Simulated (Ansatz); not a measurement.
Cartesian coordinates in Å:
```
C 2.1894 -0.0771 -0.9988
B 0.7050 -0.0864 -1.4498
C -0.5194 -0.0312 -0.4784
S -0.1230 0.0981 1.2685
C -1.7755 0.0898 1.9716
H 2.8839 -0.5054 -1.7229
H 2.3631 -0.5049 -0.0085
H 2.4536 0.9901 -0.9126
H 0.4307 -0.0974 -2.6209
H -1.1714 0.7975 -0.7863
H -1.1083 -0.9420 -0.6682
H -1.6681 0.1681 3.0541
H -2.2993 -0.8392 1.7372
H -2.3608 0.9398 1.6150
```

Total charge 0; spin multiplicity 1.

**Question.** List the ωB97M-V/def2-TZVPP orbital energies in eV (Ansatz 0.2.0). (Best estimate.)

**Answer.** The calculation gave: Occupied: -2426.43, -281.89, -281.58, -280.64, -220.36, -187.82, -163.50, -163.41, -163.26, -25.02, -22.71, -21.95, -19.42, -15.68, -14.89, -14.63, -14.37, -13.96, -13.39, -13.04, -11.85, -11.09, -10.65, -8.45. Lowest empty: 1.13, 2.17, 2.73, 2.97, 3.56, 3.59, 4.21, 4.55.
